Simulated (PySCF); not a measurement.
**TlB⁻: one state, many levels of theory**

State: ⁴Σ⁻ (quartet), unpaired electrons σ ↑, π ↑↑. Set-up: basis Tl def2-SVPD with ECP60, B def2-SVPD; scalar-relativistic core potentials; PySCF 2.14. De refers to Tl⁻ + B in their high-spin ground configurations, without counterpoise correction. The functionals are run spin-unrestricted. A positive dipole points towards B; it is taken about the centre of mass and depends on that origin.

| Level | Re (Å) | ωe (cm⁻¹) | De (eV) | μ (D) |
| --- | --- | --- | --- | --- |
| LDA | 2.264 | 445 | 3.76 | -4.86 |
| PBE | 2.316 | 412 | n/a | -5.08 |
| r²SCAN | 2.298 | 434 | n/a | -4.98 |
| PBE0 | 2.290 | 442 | n/a | -5.24 |
| HSE06 | 2.297 | 437 | n/a | -5.20 |
| MN15 | 2.260 | 449 | n/a | -4.89 |

The bond length runs from 2.260 Å (MN15) to 2.316 Å (PBE).

Spin–orbit coupling is left out, which matters for elements this heavy, above all for dissociation energies. For an ion De counts to the pair picked by the measured ionisation energies or electron affinities, which need not be the lowest pair at this level. The highest Kohn–Sham level is positive in this anion. Much of that is self-interaction error, but it also means that the finite basis helps to hold the extra electron. The state is the lowest determinant that a PBE0 search found; another state may lie lower at other levels.

The whole job (state search and all levels along the bond) took about 3 min on 1 thread of Arm Neoverse V2 (shared host), peak memory 0.62 GiB.
